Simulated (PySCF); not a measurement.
## Telling isomers of C₃H₁₅N₂PSi₂ apart by NMR

- σ from GIAO-PBE0/pcSseg-1
- GFN2-xTB geometry
- run in PySCF 2.14
- a single conformation, one averaged value for each set of equivalent atoms, non-relativistic Hamiltonian, isolated molecule

Scale: TMS for ¹H (σref 31.72) and ¹³C (σref 186.93) (reference shieldings calculated alike). Splittings of carbon signals by F and P are missing where no couplings were computed. Where no couplings were computed, multiplicities follow the n + 1 count of equivalent neighbours, and m marks all less simple cases (inequivalent or close neighbours, rings, F or P nearby). Shifts are as computed. Against solution values, carbons near 30 ppm lie about +3 ppm off and those near 130 ppm about +5 ppm (rms about the fit 2.1 ppm; single classes can miss by 10 ppm). Of 1328 compounds with measured shifts, 309 miss one by over three times the rms of a fit or turn the order of signals round; such compounds aren't used in these exercises. Signals without a measured value on file couldn't be tested in this way; 1H shifts scatter by 0.2 ppm about their fit, and single ones miss by 0.5 ppm. OH and NH positions are gas-phase values without hydrogen bonding to other molecules.

Tabulate the signals of `CN(C)[C@@H]([SiH3])[Si@@H](N)P`, `CN(C)[C@@H]([SiH3])[Si@H](N)P` and their relative energies.

Results:


```json
{"SMILES": "CN(C)[C@@H]([SiH3])[Si@@H](N)P", "carbon types": "1×CH 2×CH3", "δC": "47.5, 46.6", "δH": "5.70 (m, 1H), 3.74 (d, 3H), 2.35 (s, 6H), 1.99 (m, 1H), 1.00 (m, 2H), 0.62 (br s, 2H)", "E rel. (kcal/mol)": "0.0"}
{"SMILES": "CN(C)[C@@H]([SiH3])[Si@H](N)P", "carbon types": "1×CH 2×CH3", "δC": "48.6, 47.5", "δH": "6.45 (m, 1H), 4.16 (d, 3H), 2.42 (s, 6H), 2.11 (m, 1H), 0.83 (m, 2H), 0.27 (br s, 2H)", "E rel. (kcal/mol)": "1.0"}
```

Energies are electronic energies at PBE0/pcSseg-1 on these geometries, without zero-point or thermal terms, each for the one conformer computed, which needn't be the lowest.
